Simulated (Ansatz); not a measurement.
Method: frozen-core CCSD(T)/cc-pVDZ // B3LYP-D3(BJ)/def2-SVP (Ansatz, a quantum-chemistry and plane-wave program). The restricted HF reference is unstable towards unrestricted orbitals.

Ansatz 0.2 input:
```yaml
crystal:
  periodic: [false, false, false]
  atoms:
    - { symbol: B, position_ang: [-3.124695, -1.153989, 0.284506] }
    - { symbol: C, position_ang: [-1.800883, -0.404097, 0.06959] }
    - { symbol: C, position_ang: [-1.871577, 0.929835, -0.415127] }
    - { symbol: C, position_ang: [-0.886595, 1.863771, -0.710731] }
    - { symbol: C, position_ang: [0.503629, 1.723686, -0.601211] }
    - { symbol: F, position_ang: [1.19939, 2.809125, -0.963643] }
    - { symbol: C, position_ang: [1.25806, 0.636695, -0.176591] }
    - { symbol: C, position_ang: [2.66076, 0.573295, -0.094158] }
    - { symbol: C, position_ang: [3.015284, -0.705492, 0.382638] }
    - { symbol: C, position_ang: [1.855841, -1.462037, 0.606598] }
    - { symbol: C, position_ang: [0.725278, -0.676217, 0.274933] }
    - { symbol: C, position_ang: [-0.596772, -1.090619, 0.368536] }
    - { symbol: H, position_ang: [-4.177972, -0.614039, 0.044815] }
    - { symbol: H, position_ang: [-3.121465, -2.289803, 0.694717] }
    - { symbol: H, position_ang: [-2.890511, 1.28932, -0.588286] }
    - { symbol: H, position_ang: [-1.208418, 2.841571, -1.077588] }
    - { symbol: H, position_ang: [3.34138, 1.380561, -0.35679] }
    - { symbol: H, position_ang: [4.036338, -1.04985, 0.550259] }
    - { symbol: H, position_ang: [1.810518, -2.486659, 0.974607] }
    - { symbol: H, position_ang: [-0.727586, -2.11506, 0.732927] }
basis:
  gaussian: { orbitals: cc-pVDZ }
correlation:
  method: ccsd_t
```

Output:

```
Functional definition: HF
1928 factors; integrals over basis functions are off by at most 1.0e-3 eV
mean field evaluation 1: about -13801.6057 eV, gradient 4.3e1 eV
mean field evaluation 2: about -13802.1778 eV, gradient 4.3e1 eV
mean field evaluation 4: about -13807.7543 eV, gradient 8.0e0 eV
mean field evaluation 8: about -13807.9460 eV, gradient 4.3e-1 eV
mean field evaluation 16: about -13807.9482 eV, gradient 1.5e-6 eV
mean field -13807.94820182 eV, -507.4327370533 hartree, gradient 1.5e-6 eV, S^2 0.000000; 0 other end points of the search recorded, 0 dependent functions left out; unrestricted orbitals would lower it
mean field evaluation 32: about -13808.6106 eV, gradient 6.2e-1 eV
12 core orbitals not correlated
reference -13807.94820182 eV, -507.4327370533 hartree; 29, 29 occupied and 167, 167 virtual orbitals, 1928 factors
second order -42.58970010 eV of doubles, -0.00000000 eV of singles
cycle   1  -42.38883002 eV  change    2.0e-1 eV  update   1.9e-1
cycle   2  -43.64231380 eV  change    -1.3e0 eV  update   6.8e-2
cycle   3  -43.98537414 eV  change   -3.4e-1 eV  update   3.3e-2
cycle   4  -44.01352501 eV  change   -2.8e-2 eV  update   1.2e-2
cycle   5  -44.00548799 eV  change    8.0e-3 eV  update   7.0e-3
cycle   6  -44.00718453 eV  change   -1.7e-3 eV  update   3.1e-3
cycle   7  -44.00739661 eV  change   -2.1e-4 eV  update   1.3e-3
cycle   8  -44.00697441 eV  change    4.2e-4 eV  update   6.6e-4
cycle   9  -44.00709854 eV  change   -1.2e-4 eV  update   2.4e-4
cycle  10  -44.00731327 eV  change   -2.1e-4 eV  update   1.3e-4
cycle  11  -44.00710528 eV  change    2.1e-4 eV  update   5.9e-5
cycle  12  -44.00715193 eV  change   -4.7e-5 eV  update   3.3e-5
perturbative correction -2.05842869 eV, -0.0756458593 hartree
Total energy: -13854.01378244 eV, -509.1256159168 hartree
```

Cost: very roughly 15 core-minutes.
